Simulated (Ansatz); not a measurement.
One change: `CO[SiH2]C[SiH3]` becomes `[AlH2][SiH2]C[SiH3]`.

Ansatz, PBE0-D4/def2-TZVP geometries, multiplicity 1. Each molecule was computed in one conformer, which needn't be the lowest.

| property | `CO[SiH2]C[SiH3]` |
| --- | --- |
| HOMO–LUMO gap (PBE0/def2-TZVPP) / eV | 8.45 |
| HOMO–LUMO gap (PBE/def2-TZVPP) / eV | 6.07 |
| LUMO energy (B3LYP/def2-TZVPP) / eV | 0.16 |
| LUMO energy (PBE/def2-TZVPP) / eV | -0.49 |
| HOMO–LUMO gap (B3LYP/def2-TZVPP) / eV | 8.03 |
| HOMO energy (ωB97M-V/def2-TZVPP) / eV | -10.46 |

Task: Give the same properties after the change, and the shifts. (An estimate is asked.)

Result: The calculation gave: 
| property | `[AlH2][SiH2]C[SiH3]` | shift |
| --- | --- | --- |
| HOMO–LUMO gap (PBE0/def2-TZVPP) / eV | 5.86 | -2.59 |
| HOMO–LUMO gap (PBE/def2-TZVPP) / eV | 4.02 | -2.05 |
| LUMO energy (B3LYP/def2-TZVPP) / eV | -1.39 | -1.55 |
| LUMO energy (PBE/def2-TZVPP) / eV | -2.04 | -1.55 |
| HOMO–LUMO gap (B3LYP/def2-TZVPP) / eV | 5.54 | -2.49 |
| HOMO energy (ωB97M-V/def2-TZVPP) / eV | -9.11 | 1.35 |

With PBE0 the HOMO rises by 0.96 eV and the LUMO falls by 1.62 eV, so the gap narrows by about 2.58 eV. PBE moves the HOMO by 0.50 eV and ωB97M-V by 1.35 eV.

B3LYP here is the variant with VWN-RPA as its local correlation; programs differ in this.
